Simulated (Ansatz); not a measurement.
Input:

```yaml
crystal:
  periodic: [false, false, false]
  atoms:
    - { symbol: C, position_ang: [-2.1809, 1.4469, -0.0465] }
    - { symbol: O, position_ang: [-1.0955, 1.1092, 0.6996] }
    - { symbol: Si, position_ang: [0.1749, 0.4617, -0.1085] }
    - { symbol: O, position_ang: [-0.1548, -0.9118, -0.9197] }
    - { symbol: Si, position_ang: [1.2223, -1.7351, -0.7367] }
    - { symbol: Si, position_ang: [1.6145, -0.6716, 1.2633] }
    - { symbol: H, position_ang: [-2.6617, 0.6275, -0.5438] }
    - { symbol: H, position_ang: [-2.9287, 1.9372, 0.6206] }
    - { symbol: H, position_ang: [-1.9721, 2.274, -0.7589] }
    - { symbol: H, position_ang: [0.8385, 1.4531, -0.9808] }
    - { symbol: H, position_ang: [0.9911, -3.1916, -0.5862] }
    - { symbol: H, position_ang: [2.1953, -1.3689, -1.7869] }
    - { symbol: H, position_ang: [0.9753, -1.331, 2.4482] }
    - { symbol: H, position_ang: [2.9689, -0.129, 1.4652] }
basis:
  gaussian: { orbitals: STO-3G }
hamiltonian:
  xc: pbe
  dispersion: d4
relax:
  f_tol: 0.015
  max_steps: 40
output:
  orbitals: {}
```

Run as:

```bash
$ ansatz run input.yaml --threads 1 --pin off --max-ram 2048MiB --backend cpu --events-out ev --progress --plain --runs-dir out
```

Hardware: 1 thread of Arm Neoverse V1, with other jobs on the host.

Task: Roughly how long does this run take, and how much memory?

Result: 61 s, with a peak of 0.14 GiB, for 15 ionic steps.
